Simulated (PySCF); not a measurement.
A geometry optimisation, step by step.

Species: Ir(PH3)2H5 (singlet state).
Bonds: Ir1–P2, Ir1–P6. Hydrogens: H10, H11, H12, H13, H14 on Ir1; H3, H4, H5 on P2; H7, H8, H9 on P6.

Computed by this run: PBE0-D3(BJ)/def2-SVP geometry optimisation, gas phase, def2 core potentials past Kr (PySCF); density fitting, grid level 1; the optimiser is geomeTRIC in internal coordinates, started from a GFN2-xTB structure with every atom displaced at random (about 0.03 Å). The frame can shift and turn from step to step; on so coarse a grid that alone can change the energy by a few meV, and forces under 0.02 eV/Å are noise.

Step 0: E = -21582.1893 eV, largest atomic force 8.277 eV/Å
```
atom  x, y, z in Å  |  force x, y, z in eV/Å
Ir1     0.066   -0.077    0.013   -6.244   5.416  -0.430
P2     -0.021   -0.028    2.261    2.324   0.486  -2.265
H3      0.709   -0.905    2.981    1.282  -1.238   0.773
H4     -1.063   -0.244    2.984   -3.737  -0.655   1.697
H5      0.355    1.077    2.981    0.473   1.143   0.303
P6     -0.008    0.026   -2.275    0.696  -1.063   1.413
H7     -0.799    0.844   -2.996   -1.315   1.274  -0.558
H8     -0.261   -1.102   -3.024   -0.331  -0.950  -0.327
H9      1.131    0.333   -2.950    1.383   0.450  -0.595
H10     1.542   -0.010    0.058    3.997  -0.143   0.045
H11     0.458    1.460    0.001    0.613   1.177   0.010
H12    -1.222    0.917    0.053   -0.327   0.259  -0.030
H13    -1.335   -0.871   -0.049   -0.545  -0.690   0.015
H14     0.428   -1.463    0.006    1.730  -5.465  -0.053
```

Step 1: E = -21583.6110 eV, largest atomic force 0.715 eV/Å
```
atom  x, y, z in Å  |  force x, y, z in eV/Å
Ir1     0.027   -0.035    0.008   -0.536   0.430  -0.198
P2     -0.014   -0.027    2.284    0.357  -0.150   0.307
H3      0.778   -0.960    2.999    0.092  -0.026  -0.086
H4     -1.205   -0.274    2.994   -0.298   0.017  -0.062
H5      0.390    1.129    2.998    0.001   0.082  -0.081
P6     -0.005    0.026   -2.285    0.450  -0.332  -0.142
H7     -0.863    0.902   -2.986   -0.139   0.083   0.096
H8     -0.278   -1.156   -3.019   -0.130  -0.033   0.075
H9      1.191    0.349   -2.971    0.047   0.098   0.049
H10     1.700    0.006    0.042   -0.491  -0.083  -0.020
H11     0.474    1.569   -0.038   -0.053  -0.526   0.075
H12    -1.288    0.972    0.017    0.387  -0.301   0.014
H13    -1.401   -0.886   -0.035    0.444   0.131   0.043
H14     0.474   -1.657    0.035   -0.133   0.610  -0.070
```

Step 2: E = -21583.6815 eV, largest atomic force 0.281 eV/Å
```
atom  x, y, z in Å  |  force x, y, z in eV/Å
Ir1     0.007   -0.021    0.003    0.198  -0.100  -0.011
P2     -0.003   -0.026    2.285    0.043  -0.131   0.232
H3      0.805   -0.966    2.981   -0.025   0.048  -0.072
H4     -1.220   -0.269    2.974    0.020   0.034  -0.045
H5      0.403    1.142    2.983   -0.028  -0.025  -0.058
P6      0.008    0.014   -2.285    0.227  -0.100  -0.124
H7     -0.869    0.898   -2.965   -0.001  -0.027   0.037
H8     -0.284   -1.176   -3.001   -0.053   0.043   0.057
H9      1.210    0.349   -2.963   -0.058   0.029   0.042
H10     1.661    0.007    0.051   -0.156  -0.051  -0.032
H11     0.470    1.544    0.017    0.049   0.015  -0.039
H12    -1.281    0.958    0.011   -0.126   0.100   0.012
H13    -1.382   -0.876   -0.056   -0.030  -0.107   0.041
H14     0.455   -1.623    0.008   -0.061   0.272  -0.039
```

Step 3: E = -21583.6916 eV, largest atomic force 0.130 eV/Å
```
atom  x, y, z in Å  |  force x, y, z in eV/Å
Ir1     0.002   -0.006    0.005   -0.024  -0.060  -0.084
P2     -0.006   -0.039    2.292    0.005   0.033   0.030
H3      0.805   -0.985    2.970   -0.022   0.019  -0.018
H4     -1.232   -0.282    2.967    0.070   0.011  -0.029
H5      0.396    1.127    2.990   -0.009  -0.015   0.022
P6      0.024    0.010   -2.281    0.001  -0.030  -0.031
H7     -0.858    0.891   -2.958    0.018  -0.028  -0.011
H8     -0.279   -1.184   -2.981   -0.009   0.017  -0.002
H9      1.226    0.350   -2.955   -0.031  -0.001   0.027
H10     1.645    0.012   -0.002    0.000  -0.044   0.068
H11     0.481    1.551   -0.037    0.064   0.096   0.060
H12    -1.293    0.978    0.021   -0.052   0.049   0.011
H13    -1.379   -0.878   -0.007   -0.022  -0.083  -0.009
H14     0.449   -1.589    0.018    0.011   0.036  -0.033
```

Step 4: E = -21583.6963 eV, largest atomic force 0.229 eV/Å
```
atom  x, y, z in Å  |  force x, y, z in eV/Å
Ir1    -0.007   -0.003    0.002   -0.169   0.145   0.054
P2      0.002   -0.035    2.290   -0.096   0.017  -0.072
H3      0.818   -0.980    2.958    0.004  -0.015   0.018
H4     -1.219   -0.275    2.970    0.037  -0.009   0.020
H5      0.407    1.132    2.985    0.011   0.001   0.015
P6      0.027    0.004   -2.285   -0.052   0.053   0.062
H7     -0.854    0.880   -2.966    0.010  -0.004  -0.030
H8     -0.281   -1.191   -2.978    0.015  -0.013  -0.013
H9      1.229    0.345   -2.953    0.015  -0.011  -0.019
H10     1.629    0.004    0.042    0.055  -0.037  -0.013
H11     0.486    1.556    0.017    0.022  -0.002  -0.035
H12    -1.312    0.986    0.012    0.053  -0.031   0.008
H13    -1.385   -0.892   -0.039    0.054  -0.019   0.011
H14     0.441   -1.576   -0.012    0.041  -0.075  -0.004
```

Step 5: E = -21583.6986 eV, largest atomic force 0.098 eV/Å
```
atom  x, y, z in Å  |  force x, y, z in eV/Å
Ir1    -0.006   -0.002    0.003   -0.056   0.079   0.014
P2     -0.003   -0.033    2.290   -0.024   0.012  -0.031
H3      0.811   -0.980    2.959    0.004  -0.008   0.008
H4     -1.221   -0.276    2.974    0.003  -0.007   0.007
H5      0.402    1.131    2.990    0.006   0.001   0.005
P6      0.024    0.007   -2.284   -0.024   0.019   0.025
H7     -0.854    0.881   -2.973    0.000   0.001  -0.011
H8     -0.281   -1.189   -2.979    0.008  -0.007  -0.003
H9      1.227    0.345   -2.953    0.010  -0.006  -0.006
H10     1.633    0.000    0.033    0.011  -0.029   0.001
H11     0.491    1.558    0.004    0.016  -0.019  -0.010
H12    -1.307    0.986    0.018   -0.002   0.007   0.002
H13    -1.380   -0.894   -0.029    0.027  -0.028   0.002
H14     0.445   -1.578   -0.010    0.019  -0.015  -0.003
```

Step 6: E = -21583.6999 eV, largest atomic force 0.027 eV/Å
```
atom  x, y, z in Å  |  force x, y, z in eV/Å
Ir1    -0.008    0.002    0.003   -0.001   0.018  -0.003
P2     -0.008   -0.032    2.290    0.011   0.012  -0.002
H3      0.807   -0.980    2.956    0.002  -0.002   0.001
H4     -1.223   -0.277    2.976   -0.014  -0.004   0.001
H5      0.399    1.130    2.993    0.002   0.000   0.000
P6      0.022    0.010   -2.283   -0.013   0.006  -0.005
H7     -0.853    0.881   -2.980   -0.002   0.002   0.003
H8     -0.280   -1.189   -2.976    0.005  -0.002   0.001
H9      1.227    0.345   -2.951    0.004  -0.005   0.000
H10     1.632   -0.007    0.032   -0.010  -0.017   0.001
H11     0.498    1.558   -0.004    0.015  -0.003   0.005
H12    -1.309    0.990    0.021   -0.011   0.011   0.000
H13    -1.373   -0.901   -0.024    0.003  -0.026  -0.004
H14     0.447   -1.574   -0.010    0.007   0.010   0.001
```

Step 7: E = -21583.7008 eV, largest atomic force 0.028 eV/Å
```
atom  x, y, z in Å  |  force x, y, z in eV/Å
Ir1    -0.010    0.004    0.003    0.022  -0.015  -0.007
P2     -0.012   -0.028    2.290    0.022   0.002   0.010
H3      0.803   -0.978    2.955   -0.001   0.002   0.000
H4     -1.227   -0.275    2.976   -0.015   0.000  -0.003
H5      0.396    1.132    2.995   -0.002   0.000  -0.004
P6      0.021    0.012   -2.283   -0.009   0.004  -0.014
H7     -0.852    0.882   -2.985   -0.001   0.002   0.008
H8     -0.280   -1.189   -2.973    0.002   0.001   0.002
H9      1.227    0.344   -2.950    0.000  -0.002   0.003
H10     1.630   -0.017    0.030   -0.013  -0.006   0.002
H11     0.511    1.556   -0.003    0.007  -0.002   0.006
H12    -1.311    0.994    0.025   -0.012   0.009  -0.005
H13    -1.366   -0.912   -0.022   -0.002  -0.010  -0.005
H14     0.451   -1.569   -0.014    0.002   0.015   0.007
```

Step 8: E = -21583.7012 eV, largest atomic force 0.029 eV/Å
```
atom  x, y, z in Å  |  force x, y, z in eV/Å
Ir1    -0.010    0.005    0.003    0.017  -0.023  -0.004
P2     -0.014   -0.026    2.290    0.008   0.001   0.009
H3      0.800   -0.976    2.957   -0.002   0.002  -0.001
H4     -1.230   -0.272    2.974   -0.006   0.003  -0.003
H5      0.394    1.134    2.994   -0.004   0.001  -0.003
P6      0.020    0.013   -2.283   -0.002   0.001  -0.009
H7     -0.853    0.883   -2.984    0.000   0.001   0.007
H8     -0.281   -1.188   -2.973   -0.001   0.001   0.000
H9      1.226    0.344   -2.950   -0.002   0.001   0.002
H10     1.629   -0.024    0.033   -0.006  -0.001  -0.003
H11     0.519    1.554   -0.003    0.003   0.001   0.005
H12    -1.312    0.995    0.023   -0.003   0.002  -0.003
H13    -1.361   -0.920   -0.024   -0.003  -0.002  -0.002
H14     0.454   -1.567   -0.013    0.001   0.010   0.005
```

Step 9: E = -21583.7016 eV, largest atomic force under 0.02 eV/Å
```
atom  x, y, z in Å  |  force x, y, z in eV/Å
Ir1    -0.008    0.003    0.003    0.000  -0.012   0.000
P2     -0.016   -0.024    2.290   -0.002  -0.005   0.004
H3      0.795   -0.971    2.962   -0.002   0.001   0.001
H4     -1.236   -0.268    2.970    0.003   0.004  -0.003
H5      0.390    1.138    2.992   -0.004   0.001  -0.001
P6      0.019    0.014   -2.284    0.002   0.000  -0.001
H7     -0.855    0.886   -2.980    0.001   0.000   0.002
H8     -0.282   -1.186   -2.974   -0.004   0.002  -0.001
H9      1.225    0.345   -2.951   -0.002   0.004   0.000
H10     1.630   -0.031    0.032    0.001   0.001  -0.001
H11     0.527    1.550    0.000    0.001   0.001  -0.001
H12    -1.311    0.993    0.023    0.005  -0.002  -0.004
H13    -1.356   -0.927   -0.026    0.000   0.004   0.001
H14     0.458   -1.567   -0.013    0.002   0.002   0.004
```

**Question.** Summarise the path.

**Answer.** The energy falls by 34.87 kcal/mol from step 0 to step 9; nine tenths of that is first reached at step 1. It falls at every step. The largest force goes from 8.277 to under 0.02 eV/Å. Among the bonds Ir1–H14 changes most, from 1.432 to 1.638 Å; the atoms move by 0.099 Å rms after alignment.

What follows is the cost of the whole optimisation. Hardware: an Arm Neoverse N1 with one thread, shared host. Cost: 2.1 min wall, 0.52 GiB resident at most.
